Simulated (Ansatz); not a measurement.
Reactions of `CC(C)[Si]Cl`.

Isolated molecules relaxed with PBE0-D4/def2-TZVP in Ansatz; ΔE leaves out vibrations. CBS: MP2 limit from def2 TZ/QZ plus the TZ coupled-cluster correction, frozen cores. This one scheme is used for every species. DFT in def2-TZVPP. For Ga outer-core shells are correlated without core-valence functions, which leaves a few kJ/mol of doubt a bond. Scalar relativity is left out up to krypton. One conformer a species, not always the lowest.

| reaction | ωB97X-V (kJ/mol) |
| --- | --- |
| `CC(C)[Si]Cl` + `[NH2][Ga]([SH])[Cl]` → `C[NH][Ga]([SH])[Cl]` + `CC[Si]Cl` | 37 |
| `CC(C)[Si]Cl` + H₂ → `CC(C)[SiH]` + HCl | 122 |
| `CC(C)[Si]Cl` → `C=C([SiH3])CCl` | 96 |
| `CC(C)[Si]Cl` + `[SiH3]N[SiH3]` → `[SiH3]N([SiH3])[Si]Cl` + `CCC` | -133 |
| `CC(C)[Si]Cl` + `[SiH]N([SiH3])[SiH3]` → `[SiH3]N([SiH3])[Si]Cl` + `CC(C)[SiH]` | -3 |
| `CC(C)[Si]Cl` + `CCl` → `Cl[Si]Cl` + `CC(C)C` | -177 |
| `CC(C)[Si]Cl` + `CCC` → `CC(C)[Si]C(C)C` + HCl | 162 |
| `CC(C)[Si]Cl` + `NB(S)Cl` → `CC(C)[Si]N` + `SB(Cl)Cl` | 55 |

Task: Give the CCSD(T)/CBS values in the same order. (An estimate is asked.)

Result: The calculation gave: 40, 127, 99, -134, 0, -179, 158, 54 kJ/mol.

Largest T1 diagnostic: 0.014, for `[SiH]N([SiH3])[SiH3]`.
